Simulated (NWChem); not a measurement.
# Basis-set dependence for C$_{2}$H$_{2}$F

```
C
C 1 1.3127
F 1 1.3491 2 123.74
H 2 1.0862 1 142.61 3 0.00
H 1 1.0964 2 124.19 4 180.00
```
Charge 0, spin multiplicity 2.

All runs are NWChem calculations. The geometry was optimised at UB3LYP/def2-SVP, a minimum by its harmonic frequencies.

Hartree-Fock energies in Ha, correlation energies in mHa.

The correlated methods keep 3 core orbitals frozen. The structure started from a generated list of species. The unpaired electrons of the parent sit in orbitals of symmetry a' (Cs labels of the run); other states weren't searched. No SCF solution was tested for a lower state. Open-shell Hartree-Fock references start from PBE0 orbitals. Coupled-cluster values serve here as a point of comparison, not as the truth.

```
basis      functions         UHF  CCSD on ROHF  CCSD[T] on ROHF  CCSD(T) on ROHF
---------  ---------  ----------  ------------  ---------------  ---------------
3-21G             31  -175.27290        -299.8           -308.5           -307.7
def2-SVP          52  -176.09716        -447.9           -461.5           -460.5
def2-TZVP        105  -176.31047       not run          not run          not run
```
